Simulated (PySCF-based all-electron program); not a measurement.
**Distorting SnOF2, singlet**

Calculated with an in-house all-electron program built on PySCF, in large uncontracted Gaussian sets near the basis limit; Koelling–Harmon scalar relativity, no spin–orbit coupling, spin-restricted. Forces are good to about 0.009 eV/Å. Atoms are numbered as listed.

Shape A:

```csv
atom,x (Å),y (Å),z (Å)
Sn,0.0000,0.0000,0.0000
O,0.0000,0.0000,1.8360
F,1.4484,0.0000,-1.2725
F,-1.4484,0.0000,-1.2725
```

PBE forces:

| atom | Fx | Fy | Fz (eV/Å) |
| --- | --- | --- | --- |
| Sn1 | 0.000 | 0.000 | -0.008 |
| O2 | 0.000 | 0.000 | -0.087 |
| F3 | -0.045 | 0.000 | 0.047 |
| F4 | 0.045 | 0.000 | 0.047 |

**Question.** What forces does r2SCAN give in shape A?

**Answer.** The forces move by 0.502 eV/Å (r.m.s. over the atoms) from PBE.

```
atom      Fx     Fy  Fz (eV/Å)
 Sn1   0.000  0.000     -0.218
  O2   0.000  0.000     -0.622
  F3  -0.492  0.000      0.420
  F4   0.492  0.000      0.420
```

Shape B:

| atom | x (Å) | y (Å) | z (Å) |
| --- | --- | --- | --- |
| Sn | 0.0000 | 0.0000 | 0.0000 |
| O | 0.0000 | 0.0000 | 1.6524 |
| F | 1.4484 | 0.0000 | -1.2725 |
| F | -1.4484 | 0.0000 | -1.2725 |

Against shape A, Sn1–O2 goes from 1.836 to 1.652 Å.

PBE forces:

```tsv
atom	Fx	Fy	Fz (eV/Å)
Sn1	0.000	0.000	-9.768
O2	0.000	0.000	9.910
F3	-0.006	0.000	-0.071
F4	0.006	0.000	-0.071
```

**Question.** What forces does r2SCAN give in shape B?

**Answer.** The forces move by 0.488 eV/Å (r.m.s. over the atoms) from PBE.

```csv
atom,Fx,Fy,Fz (eV/Å)
Sn1,0.000,0.000,-10.067
O2,0.000,0.000,9.467
F3,-0.448,0.000,0.300
F4,0.448,0.000,0.300
```
